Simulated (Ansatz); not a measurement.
Input file for C$_{2}$H$_{8}$ClNSi (`CCN[SiH2]Cl`):

```yaml
crystal:
  periodic: [false, false, false]
  atoms:
    - {symbol: C, position_ang: [-0.399599, -0.157466, 1.707857]}
    - {symbol: C, position_ang: [0.420059, 0.626800, 0.698340]}
    - {symbol: N, position_ang: [-0.170998, 0.676160, -0.627847]}
    - {symbol: Si, position_ang: [0.227134, -0.376287, -1.896991]}
    - {symbol: Cl, position_ang: [-0.428310, -2.333361, -1.662596]}
    - {symbol: H, position_ang: [-1.393321, 0.283076, 1.827798]}
    - {symbol: H, position_ang: [0.085914, -0.156445, 2.687217]}
    - {symbol: H, position_ang: [-0.527832, -1.192459, 1.384591]}
    - {symbol: H, position_ang: [1.415220, 0.180539, 0.603076]}
    - {symbol: H, position_ang: [0.580347, 1.648536, 1.060993]}
    - {symbol: H, position_ang: [-1.076669, 1.120691, -0.647956]}
    - {symbol: H, position_ang: [-0.411698, 0.126137, -3.132588]}
    - {symbol: H, position_ang: [1.700150, -0.480522, -1.986897]}
basis:
  gaussian: {orbitals: def2-TZVPP}
correlation: {method: ccsd_t}
output: {orbitals: {seedname: orbitals}}
```

```sh
$ ansatz run in.yaml --threads 4 --pin off --events-out ev --progress --plain
```

The program prints (abridged):

```
Functional definition: HF
1671 factors; integrals over basis functions are off by at most 1.1e-3 eV
mean field evaluation 1: about -24035.3997 eV, gradient 3.8e1 eV
mean field evaluation 2: about -24035.6664 eV, gradient 3.9e1 eV
mean field evaluation 4: about -24039.4194 eV, gradient 4.4e0 eV
mean field evaluation 8: about -24039.4842 eV, gradient 2.4e-1 eV
mean field -24039.48439897 eV, -883.4347571143 hartree, gradient 3.3e-6 eV, S^2 0.000000; 0 other end points of the search recorded, 0 dependent functions left out
13 core orbitals not correlated: weight in the atoms' cores, before any rotation towards them, 1.000 or more for the frozen orbitals, at most 0.000 for the correlated occupied ones
reference -24039.48439897 eV, -883.4347571143 hartree; 16, 16 occupied and 260, 260 virtual orbitals, 1671 factors
second order -23.86483157 eV of doubles, -0.00000000 eV of singles
cycle   1  -24.82643808 eV  change   -9.6e-1 eV  update   9.5e-2
cycle   2  -25.40941021 eV  change   -5.8e-1 eV  update   2.7e-2
cycle   3  -25.50083823 eV  change   -9.1e-2 eV  update   1.2e-2
cycle   4  -25.49309427 eV  change    7.7e-3 eV  update   2.8e-3
cycle   5  -25.49296492 eV  change    1.3e-4 eV  update   1.4e-3
cycle   6  -25.49317575 eV  change   -2.1e-4 eV  update   4.3e-4
cycle   7  -25.49302880 eV  change    1.5e-4 eV  update   1.7e-4
cycle   8  -25.49303429 eV  change   -5.5e-6 eV  update   5.3e-5
cycle   9  -25.49304066 eV  change   -6.4e-6 eV  update   1.5e-5
perturbative correction -0.99762069 eV, -0.0366618840 hartree
Total energy: -24065.97506031 eV, -884.4082709627 hartree
```

Run time 3.2 min (4 threads of a server CPU on a shared host); peak host memory 8.8 GiB.

MP2 recovers 90.1 % of the CCSD(T) correlation energy and the triples give 3.8 %; T1 = 0.0096.
